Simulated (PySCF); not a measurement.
# Radial density of Se (selenium, neutral)

B3LYP, [Ar] 3d10 4s2 4p4, high-spin 3P determinant. Computed with PySCF 2.14 in 6-31G*, with no relativity, point nucleus.

```
r (bohr)  4πr²ρ (e/bohr)  4πr²(ρα − ρβ)
0.000823          0.2139         0.0000
 0.00138          0.5911         0.0000
 0.00233           1.579         0.0000
 0.00392           3.989         0.0000
 0.00659           9.442         0.0001
  0.0111           19.67         0.0003
  0.0186           33.61         0.0016
  0.0314           41.50         0.0079
  0.0527           35.80         0.0301
  0.0887           38.18         0.0660
   0.149           48.99         0.0361
   0.251           29.04         0.0054
   0.422           31.95         0.1691
   0.710           21.14         0.0001
    1.19           5.083         0.5539
    2.01           3.122         1.0313
    3.38          0.7294         0.2849
    5.68         0.02915         0.0111
```
